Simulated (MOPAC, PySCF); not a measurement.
H9AlSi3, SMILES `[SiH3][Al]([SiH3])[SiH3]`, neutral singlet in the gas phase. 

Cartesian coordinates (Å):
SMILES: [SiH3][Al]([SiH3])[SiH3]
```xyz
13

Si    -0.7394     2.2480    -0.7255
Al     0.0354     0.0214    -0.0267
Si     2.4173    -0.5753     0.0932
Si    -1.6470    -1.6561     0.6084
H     -1.7345     2.1391    -1.8317
H     -1.4271     2.9221     0.4155
H      0.3545     3.1486    -1.1855
H      2.7412    -1.5237    -1.0140
H      3.3362     0.5905    -0.0327
H      2.7369    -1.2729     1.3725
H     -1.1455    -3.0559     0.5053
H     -2.8887    -1.5552    -0.2106
H     -2.0395    -1.4307     2.0318
```
Charge 0, multiplicity 1.

All levels are single points at this geometry (PBE0-D3(BJ)/def2-TZVP); Pople sets use spherical d functions. Orbital energies aren't observables, and empty levels follow the basis.

HF/STO-3G in PySCF gives gap (eV) = 14.04.

Task: Estimate the gap (eV) from each of these levels: PBE-D3(BJ)/def2-TZVP in PySCF; ωB97X-D3(BJ)/def2-TZVP in PySCF; B3LYP/LANL2DZ in PySCF; SVWN5/6-31G* in PySCF; AM1 in MOPAC.

Result: 
```csv
level,gap (eV)
PBE-D3(BJ)/def2-TZVP in PySCF,2.94
ωB97X-D3(BJ)/def2-TZVP in PySCF,8.79
B3LYP/LANL2DZ in PySCF,4.67
SVWN5/6-31G* in PySCF,2.91
AM1 in MOPAC,7.45
```
